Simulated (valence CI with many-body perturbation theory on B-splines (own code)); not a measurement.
**Cs¹⁵⁺: key properties**

Level of theory: relativistic CI+MBPT: four valence electrons over a frozen Dirac-Fock core [Kr], radial functions for each j: 7 s, 7 p, 8 d, 6 f, 4 g, 1 h, with the one-electron correlation potential Σ1 (screened to all orders), the two-electron term Σ2, the three-electron term Σ3, Breit, model QED; selected single and double excitations, second order for the rest, scaled by the run's own slope (own B-spline code, finite nucleus).

No measured spectrum was set against this ion. As an estimate, terms of the open shell hold to 2 to 4 % of their energy, and close levels can change places. Only levels of the ground parity were solved; by the run's estimate the other parity begins above the list, which can be wrong where configurations are misplaced.

Names give the largest LS component (configuration and term), which can be under half, so a name can repeat, a term be missing and a line seem to break the LS rules; names also repeat where a configuration has a term twice.

Rates and lifetimes use the calculated energies. Strong lines usually hold to 10 to 20 %, long lifetimes can be off by a factor of two.

Task: What is the ground level?

Result: 4d4 5D_0, composition 65 % 4d4 5D + 32 % 4d4 3P + 3 % 4d4 1S.

Task: What is the ionisation energy?

Result: 383.15 eV; NIST lists 382 ± 3 eV (theoretical).

Task: How well does LS coupling describe the low levels?

Result: Among the lowest 20 levels the leading LS term, summed over configurations, holds 64 % on average. For single configurations the figures are 64 % in LS and 68 % in jj coupling. Terms mix most in the J = 3 level at 76560 cm⁻¹, where the leading one holds 36 %.

Task: How is the term 5D of the ground level split?

Result: J = 0 at 0.0, J = 1 at 9613, J = 2 at 17857, J = 3 at 24241, J = 4 at 28337 cm⁻¹.
